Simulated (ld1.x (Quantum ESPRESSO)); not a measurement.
# iridium, PAW: configuration errors across variants

```
Element                 : Ir
Generator               : ld1.x (Quantum ESPRESSO) 7.5
Type                    : PAW
Functional              : PBEsol
Relativity              : fully relativistic
Frozen core             : [Xe] 4f14
Valence charge          : 9
Reference configuration : 5d7 6s2 6p0
Partial waves           : 6s (bound): rcut 2.00, rcutus 2.20 bohr; 6s channel at -0.15 Ry: rcut 2.00, rcutus 2.20 bohr; 6p (bound, empty): rcut 2.20, rcutus 2.85 bohr; 6p channel at 2.35 Ry: rcut 2.20, rcutus 2.85 bohr; 5d (bound): rcut 1.60, rcutus 1.90 bohr; 5d channel at 1.1 Ry: rcut 1.60, rcutus 1.90 bohr
Local potential         : all-electron potential smoothed inside 1.45 bohr (lloc = -2)
Core correction         : Bessel-smoothed model core, default radius (core density twice the valence density)
Augmentation charge     : PSQ, inside the norm-conserving radii
```

Open shells are filled in proportion to 2j + 1 (rel_dist='average').

All-electron excitation energies from the reference (eV): (1) 5d7 6s1 6p0 9.937; (2) 5d7 6s0 6p0 27.438; (3) 5d6 6s0 6p0 58.007; (4) 5d7 6s0 6p2 10.990; (5) 5d8 6s1 6p0 -0.333; (6) 5d7 6s1.5 6p0 4.063; (7) 5d6 6s2 6p1 7.144.

The default core radius of the base comes out at 1.20 bohr.

3 further variants failed, have other tests or another functional or relativity, and are left out.

Errors AE − PS in meV (a dash: test not solved or not reliable):

```tsv
change	(1)	(2)	(3)	(4)	(5)	(6)	(7)	bound ghosts
base	-1.0	-6.7	-104	-1.5	-21	-0.2	-35	not determined
local potential all-electron potential smoothed inside 3.18 bohr (lloc = -2)	-1.4	-8.7	-104	-2.3	-23	-0.3	-35	not determined
wave 6p channel at 2.35 Ry: rcut 2.20, rcutus 2.85 bohr becomes 6p channel at 3.15 Ry: rcut 2.20, rcutus 2.85 bohr	-1.0	-6.7	-104	-1.4	-21	-0.2	-35	not determined
waves 6p (bound): rcut 1.86, rcutus 1.98 bohr; 6p channel at 2.35 Ry: rcut 1.86, rcutus 1.98 bohr	-1.0	-6.7	-104	–	–	–	–	not determined
waves 6s (bound): rcut 2.00, rcutus 2.84 bohr; 6s channel at -0.15 Ry: rcut 2.00, rcutus 2.84 bohr	-1.2	-7.5	-104	-1.8	-22	-0.3	-39	not determined
local potential all-electron potential smoothed inside 2.10 bohr (lloc = -1)	-1.1	-7.3	-104	-1.9	-22	-0.2	-35	not determined
core correction Bessel-smoothed model core inside 1.72 bohr	-0.9	-6.7	-104	-1.5	-21	-0.2	-35	not determined
```

Question: Give the same row for: waves 5d (bound): rcut 1.16, rcutus 1.24 bohr; 5d channel at 1.1 Ry: rcut 1.16, rcutus 1.24 bohr.

Answer: -1.0, -6.3, -103, -1.7, -22, -0.2, -35; bound ghosts: not determined.
